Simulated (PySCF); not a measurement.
CF₂, SMILES F[C]F (connectivity only; charge and spin as stated), neutral, multiplicity 1. Atoms are numbered in the order given.

```xyz
3

F      0.0000    -1.0325     0.1990
C      0.0000     0.0000    -0.5969
F      0.0000     1.0325     0.1990
```

Geometry optimised at B3LYP-D3(BJ)/def2-TZVP. The isomer is the one that the SMILES or the coordinates give; other isomers of the formula were not compared.

Computed with TDA-PBE/def2-TZVPD (PySCF).

Vertical excitations. Isolated molecule, no solvent. State labels are in the subgroup C2v.

| state | symmetry | energy (eV) | λ (nm) | f | main pairs |
|---|---|---|---|---|---|
| S1 | B1 | 5.06 | 245 | 0.052 | HOMO→LUMO 97 % |
| S2 | A2 | 7.37 | 168 | 0.000 | HOMO−1→LUMO 100 % |
| S3 | A1 | 7.79 | 159 | 0.024 | HOMO→LUMO+1 97 % |
| S4 | B2 | 8.38 | 148 | 0.054 | HOMO→LUMO+2 92 % |
| S5 | B1 | 8.81 | 141 | 0.068 | HOMO→LUMO+4 100 % |
| S6 | A1 | 8.88 | 140 | 0.150 | HOMO→LUMO+3 97 % |
| S7 | B2 | 9.58 | 129 | 0.054 | HOMO−2→LUMO 68 %, HOMO→LUMO+5 22 % |
| S8 | B1 | 10.07 | 123 | 0.014 | HOMO−3→LUMO 98 % |
| S9 | A1 | 10.20 | 122 | 0.002 | HOMO→LUMO+6 99 % |
| S10 | B2 | 10.24 | 121 | 0.049 | HOMO→LUMO+5 67 %, HOMO→LUMO+9 17 %, HOMO−2→LUMO 11 % |
| T1 | B1 | 2.51 | 495 | 0 | HOMO→LUMO 99 % |
| T2 | A2 | 7.05 | 176 | 0 | HOMO−1→LUMO 100 % |
| T3 | A1 | 7.25 | 171 | 0 | HOMO→LUMO+1 99 % |
| T4 | B2 | 7.63 | 162 | 0 | HOMO−2→LUMO 100 % |
Triplets are in the Tamm–Dancoff approximation.
